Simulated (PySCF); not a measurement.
C3H8N2Si, SMILES C[Si@]1(N)C=NC1.

Geometry optimised at PBE0-D3(BJ)/def2-SVP. The structure was generated by enumeration; whether it is a known compound was not checked. The values are those of a single conformer.

Method: TDA-CAM-B3LYP/def2-SVPD (PySCF 2.14.0).

Vertical excitations. Isolated molecule, no solvent.

Computed lowest excited states:
```tsv
state	energy (eV)	λ (nm)	f	main pairs
S1	4.26	291	0.001	HOMO→LUMO 86 %
S2	5.85	212	0.005	HOMO−1→LUMO 86 %
S3	6.42	193	0.038	HOMO→LUMO+1 74 %
S4	6.70	185	0.008	HOMO−1→LUMO+1 56 %, HOMO→LUMO+1 9 %
S5	7.10	175	0.024	HOMO→LUMO+2 36 %, HOMO→LUMO+3 24 %, HOMO→LUMO+5 20 %, HOMO→LUMO+4 8 %
S6	7.24	171	0.005	HOMO→LUMO+4 73 %
S7	7.41	167	0.078	HOMO−2→LUMO 34 %, HOMO−1→LUMO+1 19 %, HOMO−3→LUMO 12 %, HOMO→LUMO+2 9 %
S8	7.61	163	0.076	HOMO→LUMO+3 32 %, HOMO−2→LUMO 27 %, HOMO→LUMO+2 24 %
S9	7.69	161	0.036	HOMO−3→LUMO 52 %, HOMO−2→LUMO 12 %
S10	7.90	157	0.007	HOMO→LUMO+5 49 %, HOMO→LUMO+3 15 %
T1	3.37	368	0	HOMO→LUMO 83 %
T2	4.56	272	0	HOMO−2→LUMO 72 %
T3	5.48	226	0	HOMO−1→LUMO 79 %
T4	6.17	201	0	HOMO→LUMO+1 45 %, HOMO−1→LUMO+1 25 %, HOMO−3→LUMO 8 %
```
Triplets are in the Tamm–Dancoff approximation.
